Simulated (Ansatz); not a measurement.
The cluster Nb₃Te₅⁺. Charge 1, multiplicity 3. Geometry PBE-D4/def2-SVP, that of the neutral doublet; atoms count from 1.

Cartesian coordinates in Å:
```
Nb -1.331 2.049 0.252
Nb 0.844 1.504 -0.637
Nb -0.501 -0.511 0.390
Te -1.877 0.532 2.464
Te -1.328 0.645 -2.111
Te 2.027 0.020 1.458
Te -0.001 -3.003 -0.724
Te 2.167 -1.236 -1.093
```

In the def2 sets Nb, Te take a core potential; there is no spin–orbit coupling. The structure comes from a short search, and lower isomers may exist.

Question: Estimate the Mulliken populations from the PBE0/def2-SVP orbitals of Ansatz.

Answer: 
```json
{"atom": "Nb1", "charge (e)": "0.48", "spin (α − β)": "1.02", "d electrons": "3.78"}
{"atom": "Nb2", "charge (e)": "0.23", "spin (α − β)": "1.13", "d electrons": "3.88"}
{"atom": "Nb3", "charge (e)": "-0.10", "spin (α − β)": "-0.29", "d electrons": "3.98"}
{"atom": "Te4", "charge (e)": "0.01", "spin (α − β)": "0.13", "d electrons": "–"}
{"atom": "Te5", "charge (e)": "0.01", "spin (α − β)": "-0.04", "d electrons": "–"}
{"atom": "Te6", "charge (e)": "0.11", "spin (α − β)": "-0.04", "d electrons": "–"}
{"atom": "Te7", "charge (e)": "0.07", "spin (α − β)": "0.02", "d electrons": "–"}
{"atom": "Te8", "charge (e)": "0.18", "spin (α − β)": "0.07", "d electrons": "–"}
```
Mulliken values depend strongly on the basis.

Question: Where does the spin sit?

Answer: Summed by element: Nb 1.86, Te 0.14, of 2 unpaired in all. Largest on single atoms: Nb2 1.13, Nb1 1.02, Nb3 -0.29.

Question: And the Mayer bond orders between heavy atoms (over 0.3)?

Answer: Nb1–Nb2 1.90 (2.41 Å); Nb1–Nb3 0.97 (2.69 Å); Nb1–Te4 1.08 (2.74 Å); Nb1–Te5 0.90 (2.75 Å); Nb2–Nb3 1.17 (2.63 Å); Nb2–Te5 0.95 (2.76 Å); Nb2–Te6 0.71 (2.83 Å); Nb2–Te8 0.43 (3.08 Å); Nb3–Te4 1.29 (2.70 Å); Nb3–Te5 0.70 (2.88 Å); Nb3–Te6 0.77 (2.80 Å); Nb3–Te7 1.06 (2.77 Å); Nb3–Te8 0.35 (3.14 Å); Te6–Te8 0.86 (2.85 Å); Te7–Te8 0.93 (2.82 Å).
